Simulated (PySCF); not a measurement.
Geometries of 2 isomers of C5H6N2O2S, from PySCF 2.14.0, PBE0-D3(BJ)/def2-SVP geometry optimisation, gas phase. One conformer each, no zero-point energy, no frequencies.

Question: Which isomer lies lower at this level?
A.
```xyz
16
angstrom
C     -2.292   -0.231   -0.752
S     -1.324   -0.231    0.745
O     -1.690    0.956    1.511
O     -1.397   -1.571    1.315
C      0.349    0.006    0.184
C      0.894    1.282    0.061
N      2.152    1.455   -0.330
C      2.855    0.352   -0.578
N      2.439   -0.907   -0.460
C      1.181   -1.083   -0.071
H     -2.191    0.739   -1.254
H     -1.970   -1.061   -1.394
H     -3.328   -0.384   -0.418
H      0.297    2.169    0.300
H      3.890    0.496   -0.909
H      0.814   -2.107    0.062
```
B.
```xyz
16
angstrom
C      2.454    1.234    0.100
C      1.477    0.131   -0.165
O      1.106   -0.245   -1.243
O      1.031   -0.404    0.989
C      0.023   -1.378    0.859
C     -1.279   -0.795    0.385
N     -1.502    0.550    0.437
C     -2.699    0.790   -0.013
S     -3.520   -0.646   -0.472
N     -2.222   -1.586   -0.061
H      2.951    1.518   -0.833
H      1.901    2.097    0.502
H      3.187    0.929    0.858
H     -0.109   -1.807    1.863
H      0.321   -2.178    0.165
H     -3.137    1.788   -0.092
```

Answer: B. That is `CC(=O)OCc1ncsn1`, 52.8 kcal/mol below the other.

```
            SMILES                                           atoms numbered as above      E (Eh)  relative (kcal/mol)  relative (kJ/mol)  dipole (D)
   CC(=O)OCc1ncsn1     [CH3:1][C:2](=[O:3])[O:4][CH2:5][c:6]1[n:7][cH:8][s:9][n:10]1  -851.19735                  0.0                0.0        2.19
CS(=O)(=O)c1cncnc1  [CH3:1][S:2](=[O:3])(=[O:4])[c:5]1[cH:6][n:7][cH:8][n:9][cH:10]1  -851.11322                 52.8              220.9        3.65
```

As drawn, the lower has a C=O bond and a C(=O)–O unit, which the higher lacks; the higher has an S=O bond, which the lower lacks.
